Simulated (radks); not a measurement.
Problem. All-electron atom: Sm4+ in [Xe] 4f3 6p1 (not the ground configuration). Calculated with a radial shooting solver on a logarithmic mesh with Libxc functionals: scalar-relativistic Kohn-Sham, PBEsol, spin-polarised, spherical densities, finite nucleus; open shells are filled with parallel spins first (spin-orbit coupling, left out, can overturn this in heavy ions); Fermi nuclear charge, rms radius 5.0819 fm. Some entries of the table are withheld. Estimate them.

orbital  occ.  eigenvalue (eV)  <1/r> (bohr^-1)
1s up       1        -46717.23            68.78
1s down     1        -46717.22            68.78
2s up       1        -7691.106            15.92
2s down     1        -7691.065            15.92
2p up       3        -6869.223            14.95
2p down     3        -6869.186            14.95
3s up       1        -1740.853            5.822
3s down     1        -1739.585            5.826
3p up       3        -1483.897            5.489
3p down     3        -1482.634            5.493
3d up       5        -1135.337            5.209
3d down     5        -1134.356            5.213
4s up       1        -400.4711            2.464
4s down     1        -397.5219            2.464
4p up       3        -315.3339            2.274
4p down     3        -312.4099            2.273
4d up       5        -195.6838            2.012
4d down     5        -192.8005            2.010
5s up       1         -96.0494            1.021
5s down     1         -94.5720            1.012
5p up       3         -72.6824           0.8968
5p down     3         -71.5093           0.8889
4f up       3              (1)            1.563
4f down     0              (2)            1.552
6p up       1         -28.4305           0.4005

Solution. 
(1) 4f up eigenvalue (eV): -65.5705
(2) 4f down eigenvalue (eV): -62.8704
